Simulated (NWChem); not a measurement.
System: C2H5BF2O; SMILES FB([C@@H](O)C)F

Here is an NWChem input.

```
start job
memory heap 200 mb stack 900 mb global 1100 mb
geometry units angstroms noautosym nocenter noautoz
  C     -1.195777    -1.354813     0.474350
  C     -0.076110    -0.742346    -0.367089
  O      1.164052    -1.370891    -0.157456
  B      0.069211     0.797992    -0.075193
  F     -0.973506     1.595161    -0.244797
  F      1.185982     1.355623     0.335123
  H     -0.945487    -1.313383     1.545711
  H     -1.349269    -2.414030     0.208165
  H     -2.150762    -0.831252     0.317380
  H     -0.386112    -0.807185    -1.435621
  H      1.064967    -2.306977    -0.360246
end
basis spherical
  C library 6-31g*
  O library 6-31g*
  B library 6-31g*
  F library 6-31g*
  H library 6-31g*
end
dft
  xc hfexch
  iterations 150
  mulliken
end
task dft energy
esp
  recalculate
  probe 0.07
  range 0.3
  factor 1.0
  spacing 0.02
end
task esp
```

Output (shortened):

```
             Northwest Computational Chemistry Package (NWChem) 7.3.0
             --------------------------------------------------------

                             Geometry "geometry" -> ""
                             -------------------------

 Output coordinates in angstroms (scale by  1.889725989 to convert to a.u.)

  No.       Tag          Charge          X              Y              Z
 ---- ---------------- ---------- -------------- -------------- --------------
    1 C                    6.0000    -1.19577700    -1.35481300     0.47435000
    2 C                    6.0000    -0.07611000    -0.74234600    -0.36708900
    3 O                    8.0000     1.16405200    -1.37089100    -0.15745600
    4 B                    5.0000     0.06921100     0.79799200    -0.07519300
    5 F                    9.0000    -0.97350600     1.59516100    -0.24479700
    6 F                    9.0000     1.18598200     1.35562300     0.33512300
    7 H                    1.0000    -0.94548700    -1.31338300     1.54571100
    8 H                    1.0000    -1.34926900    -2.41403000     0.20816500
    9 H                    1.0000    -2.15076200    -0.83125200     0.31738000
   10 H                    1.0000    -0.38611200    -0.80718500    -1.43562100
   11 H                    1.0000     1.06496700    -2.30697700    -0.36024600

 Effective nuclear repulsion energy (a.u.)     236.5291617514

  xc_inp: hfexch multiplicative factor not found.

                                 NWChem DFT Module
                                 -----------------

 Summary of "ao basis" -> "ao basis" (spherical)
 ------------------------------------------------------------------------------
       Tag                 Description            Shells   Functions and Types
 ---------------- ------------------------------  ------  ---------------------
 C                           6-31g*                  6       14   3s2p1d
 O                           6-31g*                  6       14   3s2p1d
 B                           6-31g*                  6       14   3s2p1d
 F                           6-31g*                  6       14   3s2p1d
 H                           6-31g*                  2        2   2s

            General Information
            -------------------
          SCF calculation type: DFT
          Wavefunction type:  closed shell.
          No. of atoms     :    11
          No. of electrons :    48
           Alpha electrons :    24
            Beta electrons :    24
          Charge           :     0
          Spin multiplicity:     1
          Use of symmetry is: off; symmetry adaption is: off
          Maximum number of iterations: 150
          AO basis - number of functions:    94
                     number of shells:    46
          Convergence on energy requested:  1.00D-06
          Convergence on density requested:  1.00D-05
          Convergence on gradient requested:  5.00D-04

              XC Information
              --------------
                     Hartree-Fock (Exact) Exchange  1.000

      Superposition of Atomic Density Guess
      -------------------------------------

 Sum of atomic energies:        -375.83677576

      Non-variational initial energy
      ------------------------------

 Total energy =    -378.360999
 1-e energy   =    -987.620636
 2-e energy   =     372.730475
 HOMO         =      -0.336609
 LUMO         =       0.088663

     ---------------------------------------------
      Total Density - Mulliken Population Analysis
     ---------------------------------------------

    Atom       Charge   Shell Charges
 -----------   ------   -------------------------------------------------------
    1 C    6     6.70   2.00  0.72  2.03  0.68  1.24  0.03
    2 C    6     5.99   2.00  0.69  1.79  0.56  0.90  0.06
    3 O    8     8.88   2.00  0.93  3.07  0.93  1.94  0.02
    4 B    5     3.88   2.00  0.52  0.88  0.25  0.11  0.13
    5 F    9     9.48   2.00  0.95  3.46  0.98  2.09  0.01
    6 F    9     9.46   2.00  0.95  3.46  0.97  2.08  0.01
    7 H    1     0.78   0.47  0.31
    8 H    1     0.78   0.47  0.31
    9 H    1     0.77   0.46  0.31
   10 H    1     0.81   0.47  0.34
   11 H    1     0.47   0.37  0.11

   convergence    iter        energy       DeltaE   RMS-Dens  Diis-err
 ---------------- ----- ----------------- --------- --------- ---------
 d= 0,ls=0.0,diis     1   -377.0817826753 -6.14D+02  6.77D-03  8.73D-01
 d= 0,ls=0.0,diis     2   -377.1646844413 -8.29D-02  2.41D-03  2.30D-01
 d= 0,ls=0.0,diis     3   -377.1844023903 -1.97D-02  7.25D-04  7.43D-03
 d= 0,ls=0.0,diis     4   -377.1855184111 -1.12D-03  1.80D-04  1.90D-04
 d= 0,ls=0.0,diis     5   -377.1855573124 -3.89D-05  4.16D-05  1.53D-05
  Resetting Diis
 d= 0,ls=0.0,diis     6   -377.1855599737 -2.66D-06  1.78D-05  2.08D-06
 d= 0,ls=0.0,diis     7   -377.1855603442 -3.70D-07  3.42D-06  9.73D-08

         Total DFT energy =     -377.185560344213
      One electron energy =     -991.258359104204
           Coulomb energy =      422.164119299262
    Exchange-Corr. energy =      -44.620482290653
 Nuclear repulsion energy =      236.529161751381

 Numeric. integr. density =        0.000000000000

                       DFT Final Molecular Orbital Analysis
                       ------------------------------------

 Vector   22  Occ=2.000000D+00  E=-5.325175D-01
              MO Center= -5.3D-01, -1.2D+00,  1.4D-01, r^2= 3.0D+00
   Bfn.  Coefficient  Atom+Function         Bfn.  Coefficient  Atom+Function
  ----- ------------  ---------------      ----- ------------  ---------------
    31      0.324706   3 O  px                4     -0.257575   1 C  py
    35      0.244425   3 O  px               89     -0.212731   9 H  s
     3      0.194146   1 C  px               90     -0.177839   9 H  s
     8     -0.152709   1 C  py               18      0.151065   2 C  py
    87      0.144561   8 H  s                88      0.121623   8 H  s

 Vector   23  Occ=2.000000D+00  E=-4.681236D-01
              MO Center= -3.7D-02, -7.9D-01, -1.1D-01, r^2= 2.6D+00
   Bfn.  Coefficient  Atom+Function         Bfn.  Coefficient  Atom+Function
  ----- ------------  ---------------      ----- ------------  ---------------
    18      0.299751   2 C  py               46     -0.246981   4 B  py
    31     -0.205126   3 O  px                3     -0.195117   1 C  px
    22      0.193471   2 C  py               17      0.190755   2 C  px
    32     -0.186206   3 O  py               35     -0.175154   3 O  px
     4     -0.165598   1 C  py               36     -0.148327   3 O  py

 Vector   24  Occ=2.000000D+00  E=-4.486854D-01
              MO Center=  3.5D-01, -1.1D+00, -2.5D-01, r^2= 2.1D+00
   Bfn.  Coefficient  Atom+Function         Bfn.  Coefficient  Atom+Function
  ----- ------------  ---------------      ----- ------------  ---------------
    33      0.472076   3 O  pz               37      0.399165   3 O  pz
    19     -0.256821   2 C  pz               92      0.210921  10 H  s
    91      0.193937  10 H  s                 5      0.161948   1 C  pz
    23     -0.137530   2 C  pz                3     -0.135786   1 C  px
    86      0.110236   7 H  s                31     -0.109167   3 O  px

 Vector   25  Occ=0.000000D+00  E= 1.696949D-01
              MO Center= -1.6D-01,  7.4D-02,  1.9D-02, r^2= 3.8D+00
   Bfn.  Coefficient  Atom+Function         Bfn.  Coefficient  Atom+Function
  ----- ------------  ---------------      ----- ------------  ---------------
     6      0.947611   1 C  s                88     -0.603252   8 H  s
    51     -0.576701   4 B  pz               92     -0.504518  10 H  s
    47     -0.370461   4 B  pz               86     -0.362161   7 H  s
    23     -0.242763   2 C  pz                8     -0.239905   1 C  py
    94     -0.231878  11 H  s                22      0.209787   2 C  py

 Vector   26  Occ=0.000000D+00  E= 2.154895D-01
              MO Center=  3.1D-01, -1.5D+00, -4.3D-01, r^2= 4.7D+00
   Bfn.  Coefficient  Atom+Function         Bfn.  Coefficient  Atom+Function
  ----- ------------  ---------------      ----- ------------  ---------------
    94      1.092145  11 H  s                20     -0.890904   2 C  s
    34     -0.736436   3 O  s                90      0.556908   9 H  s
    92      0.529764  10 H  s                 7      0.454537   1 C  px
     6     -0.434026   1 C  s                48      0.434278   4 B  s
    88      0.416034   8 H  s                36      0.385768   3 O  py

 Vector   27  Occ=0.000000D+00  E= 2.646605D-01
              MO Center= -2.1D-01, -8.0D-01, -5.0D-01, r^2= 5.7D+00
   Bfn.  Coefficient  Atom+Function         Bfn.  Coefficient  Atom+Function
  ----- ------------  ---------------      ----- ------------  ---------------
    20      1.232092   2 C  s                48     -1.067500   4 B  s
     6      0.923942   1 C  s                94      0.912865  11 H  s
    92     -0.871514  10 H  s                34     -0.646467   3 O  s
    90     -0.617187   9 H  s                86     -0.603009   7 H  s
    62      0.455711   5 F  s                23     -0.446485   2 C  pz

     ---------------------------------------------
      Total Density - Mulliken Population Analysis
     ---------------------------------------------

    Atom       Charge   Shell Charges
 -----------   ------   -------------------------------------------------------
    1 C    6     6.54   2.00  0.64  2.05  0.70  1.11  0.05
    2 C    6     6.05   2.00  0.64  1.98  0.55  0.81  0.07
    3 O    8     8.77   2.00  0.89  2.89  1.01  1.96  0.03
    4 B    5     4.02   2.00  0.51  1.18  0.06  0.10  0.17
    5 F    9     9.39   2.00  0.93  3.31  1.01  2.13  0.01
    6 F    9     9.37   2.00  0.93  3.31  1.01  2.11  0.01
    7 H    1     0.82   0.52  0.30
    8 H    1     0.84   0.52  0.31
    9 H    1     0.82   0.52  0.30
   10 H    1     0.84   0.53  0.32
   11 H    1     0.55   0.46  0.09

     -------------------------------------------
      Total Density - Lowdin Population Analysis
     -------------------------------------------

    Atom       Charge   Shell Charges
 -----------   ------   -------------------------------------------------------
    1 C    6     6.36   1.99  0.55  1.87  0.44  1.44  0.08
    2 C    6     6.07   1.99  0.50  1.81  0.39  1.22  0.15
    3 O    8     8.44   1.99  0.85  2.78  0.70  2.07  0.05
    4 B    5     4.86   1.97  0.42  1.13  0.29  0.62  0.43
    5 F    9     9.07   1.99  0.90  3.18  0.78  2.19  0.02
    6 F    9     9.05   1.99  0.90  3.18  0.77  2.18  0.02
    7 H    1     0.87   0.50  0.37
    8 H    1     0.88   0.50  0.38
    9 H    1     0.86   0.49  0.37
   10 H    1     0.88   0.51  0.37
   11 H    1     0.67   0.45  0.22

     Multipole analysis of the density
     ---------------------------------

     L   x y z        total         alpha         beta         nuclear
     -   - - -        -----         -----         ----         -------
     0   0 0 0     -0.000000    -24.000000    -24.000000     48.000000

     1   1 0 0     -0.636163     -0.481325     -0.481325      0.326488
     1   0 1 0     -0.922510      0.177371      0.177371     -1.277253
     1   0 0 1     -0.286946     -0.234441     -0.234441      0.181935

     2   2 0 0    -28.546724   -102.282298   -102.282298    176.017872
     2   1 1 0      0.508854     -3.681555     -3.681555      7.871965
     2   1 0 1     -0.896972      1.802000      1.802000     -4.500972
     2   0 2 0    -23.557241   -165.683860   -165.683860    307.810479
     2   0 1 1      0.692702      2.178911      2.178911     -3.665121
     2   0 0 2    -23.906040    -27.414567    -27.414567     30.923094

                     NWChem Electrostatic Potential Fit Module
                     -----------------------------------------

 Atom parameters

 Number of atoms is                                   11
 Number of basis functions is                         94

 Grid parameters

 Maximum number of grid points is                  41378
 Number of grid points is                          41377
 Grid range                                     0.300000 nm
 Grid spacing                                   0.020000 nm
 Probe radius                                   0.070000 nm
 Atom radius factor                             1.000000

 Atomic radii

    1    0.100000
    5    0.158000
    6    0.147000
    8    0.136000
    9    0.128000
 FASTESP  F
  using M.O. file = ./job.movecs

    Atom              Coordinates                           Charge

                                                  ESP

    1 C    -0.119578   -0.135481    0.047435   -0.242070
    2 C    -0.007611   -0.074235   -0.036709    0.391680
    3 O     0.116405   -0.137089   -0.015746   -0.779420
    4 B     0.006921    0.079799   -0.007519    0.786576
    5 F    -0.097351    0.159516   -0.024480   -0.371943
    6 F     0.118598    0.135562    0.033512   -0.320837
    7 H    -0.094549   -0.131338    0.154571    0.064317
    8 H    -0.134927   -0.241403    0.020817    0.054099
    9 H    -0.215076   -0.083125    0.031738    0.043042
   10 H    -0.038611   -0.080719   -0.143562   -0.068657
   11 H     0.106497   -0.230698   -0.036025    0.443212
                                            ------------
                                               -0.000000

 Dipole moment                                  1.195414

 Quadrupole moment Qxx                         -7.122484
                   Qyy                          1.827321
                   Qzz                          5.295163

 RMS deviation kJ/mol                           0.043877

 RRMS %                                        16.799416
```

Level: Hartree-Fock/6-31G* (spherical d). Structure relaxed at the PBE0/def2-SVP level.
